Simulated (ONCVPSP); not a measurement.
**Configuration tests for iron (ONCV)**

ONCVPSP 4.0.1 input, shortened (lines: element, Z, core and valence counts, functional; n l f; lmax; l rc ep ncon nbas qcut; lloc lpopt rc5 dvloc0; l nproj debl; icmod fcfact rcfact), PBE, scalar-relativistic:

```
  Fe 26.00    3    4        4      upf
    1    0    2.00
    2    0    2.00
    2    1    6.00
    3    0    2.00
    3    1    6.00
    3    2    7.00
    4    0    1.00
    2
    0    1.30    0.00    3    6   11.80
    1    0.95    0.00    4    8    8.40
    2    1.40    0.00    3    7   11.00
    4    5    0.75    0.00
    0    2    3.30
    1    3    1.10
    2    1    3.00
    1    0.40    0.00
```

In the p channel the program set the typed energies aside and used -2.045, 0.250, 1.350 Ha.

Energies are relative to the spin-unpolarised reference configuration 3s2 3p6 3d7 4s1; without spin polarisation the order of configurations can differ from experiment.

```csv
valence configuration,charge,ΔE all-electron (eV),error AE − PS (meV)
3s2 3p6 3d6 4s2,0,0.792,+5.4
3s2 3p6 3d6 4s1,+1,9.521,-0.8
3s2 3p6 3d6 4s0 4p1,+1,14.576,-3.9
```

Q: What are ΔE and the potential's error for 3s2 3p6 3d6 4s0?

A: ΔE = 25.724 eV all-electron; the error (AE − PS) is -7.8 meV.

Levels in the configuration 3s2 3p6 3d6 4s2:

```
level  all-electron (eV)  pseudo (eV)
   3s            -94.018      -94.036
   3p            -60.043      -60.071
   3d             -7.505       -7.495
   4s             -5.292       -5.297
```
